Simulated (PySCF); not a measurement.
## Exercise with solution: oscillator strength and radiative lifetime

H4O2SeSi, SMILES [Se](O[SiH3])O.

Coordinates come from a PBE-D3(BJ)/def2-SVP optimisation. Other conformers were not sampled.

TDDFT-PBE/def2-SVPD (PySCF) puts the first singlet state with f over 0.02 at 5.93 eV (vertical), with the transition dipole (0.046, -0.240, 0.281) in atomic units.

Task: Find the oscillator strength, the wavelength and the radiative lifetime that this transition would have in vacuum if emission retraced absorption.

Result: 
|μ|² = 0.1387 au, so |μ| = 0.95 D. ΔE = 5.93/27.211 = 0.2179 hartree. f = (2/3) ΔE |μ|² = 0.020 (the program prints 0.020).
λ = 1239.84/5.93 = 209 nm; ν = 47829 cm⁻¹.
Einstein's coefficient A = 0.6670 ν² f s⁻¹ (ν in cm⁻¹) = 3.1e7 s⁻¹, so τ = 1/A = 33 ns. This state is S8; the lower singlets have f = 0.001, 0.001, 0.017, 0.004, 0.004, 0.003, 0.012. The figure is the radiative limit of this one transition; relaxation, internal conversion, crossing to triplets and a medium change what is measured.
